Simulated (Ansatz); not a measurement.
Molecule: MoCl (charge 0, sextet). The spin state was set by rule; other spins were not relaxed. 
Structure (B3LYP-D3(BJ)/def2-TZVP (Ansatz, an electronic-structure program) minimum search):
SMILES: [Cl][Mo]
```xyz
2

Mo     0.0000     0.0000    -0.6622
Cl     0.0000     0.0000     1.6359
```
Charge 0, spin multiplicity 6.

Total electronic energies in hartree. Cores are frozen in the correlated levels unless marked. UHF or UKS for open shells. No spin-orbit coupling. Frozen are the shells of the preceding noble gas and the d and f shells that filled before the atom's block. In def2 rows, elements after Kr have scalar-relativistic effective core potentials. STO-3G rows are all-electron and non-relativistic. CBS marks a two-point X^-3 extrapolation of the correlation energy; Hartree-Fock from the larger set. [CCSD(T)-MP2]/basis is that difference in the basis named.

| level | program | energy (Eh) |
|---|---|---|
| RI-HF/def2-QZVPPD | Ansatz | -527.14651 |
| BLYP-D3(BJ)/def2-TZVPD | Ansatz + dftd3 | -528.36435 |
| B3LYP-D4/def2-TZVPD | Ansatz + dftd4 | -528.43360 |
| PBE0/STO-3G | Ansatz | -4392.47672 |
| PBE0-D3(BJ)/def2-TZVP | Ansatz + dftd3 | -528.24127 |
| PBE0-D4/def2-TZVP | Ansatz + dftd4 | -528.24146 |
| BHLYP-D3(BJ)/def2-TZVPD | Ansatz + dftd3 | -528.29835 |
| BHLYP-D4/def2-TZVPD | Ansatz + dftd4 | -528.29842 |
| BHLYP/def2-TZVPD | Ansatz | -528.29494 |
| B2PLYP/def2-TZVPD | Ansatz | -528.07959 |
| PBE-QIDH/def2-TZVPD | Ansatz | -527.98461 |
| CCSD/CBS(def2-TZVPPD,def2-QZVPPD) | Ansatz | -527.4956 |
| RI-MP2/CBS(def2-TZVPP,def2-QZVPP)+[CCSD(T)-MP2]/def2-SVP | Ansatz | -527.5013 |
| RI-MP2/CBS(def2-TZVPP,def2-QZVPP)+[CCSD(T)-MP2]/def2-TZVPP | Ansatz | -527.5117 |
| CCSD(T)/CBS(def2-TZVPPD,def2-QZVPPD) | Ansatz | -527.5130 |

Totals of different functionals don't rank their quality; only differences between species are comparable.
